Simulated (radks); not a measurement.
Ionisation of neutral copper, [Ar] 3d10 4s1, to [Ar] 3d10 as the strength of local exchange is varied. All-electron calculation, scalar-relativistic Kohn-Sham, Slater X-alpha exchange (alpha = 2/3 is LDA exchange), no correlation, spin-polarised, spherical densities, point nucleus; open shells are filled with parallel spins first. Program: a radial shooting solver on a logarithmic mesh with Libxc functionals.

alpha = 0.582: E(Cu) (hartree) -1641.82893; exchange (hartree) -54.09238; IE (eV) 7.316; -e of the level emptied (eV) 4.008 (4s); <r> of it (bohr) 3.016
alpha = 0.609: E(Cu) (hartree) -1644.34247; exchange (hartree) -56.70074; IE (eV) 7.470; -e of the level emptied (eV) 4.157 (4s); <r> of it (bohr) 2.995
alpha = 0.667: E(Cu) (hartree) -1649.75675; exchange (hartree) -62.33328; IE (eV) 7.806; -e of the level emptied (eV) 4.488 (4s); <r> of it (bohr) 2.950
alpha = 0.763: E(Cu) (hartree) -1658.76271; exchange (hartree) -71.74398; IE (eV) 8.381; -e of the level emptied (eV) 5.066 (4s); <r> of it (bohr) 2.876
alpha = 0.809: E(Cu) (hartree) -1663.09765; exchange (hartree) -76.29194; IE (eV) 8.665; -e of the level emptied (eV) 5.356 (4s); <r> of it (bohr) 2.841
alpha = 0.975: E(Cu) (hartree) -1678.84623; exchange (hartree) -92.91111; IE (eV) 9.729; -e of the level emptied (eV) 6.462 (4s); <r> of it (bohr) 2.722
alpha = 1.008: E(Cu) (hartree) -1681.99654; exchange (hartree) -96.25334; IE (eV) 9.948; -e of the level emptied (eV) 6.694 (4s); <r> of it (bohr) 2.699

NIST Atomic Spectra Database: 7.726 eV (measured). The Delta-SCF value meets it near alpha = 0.65.
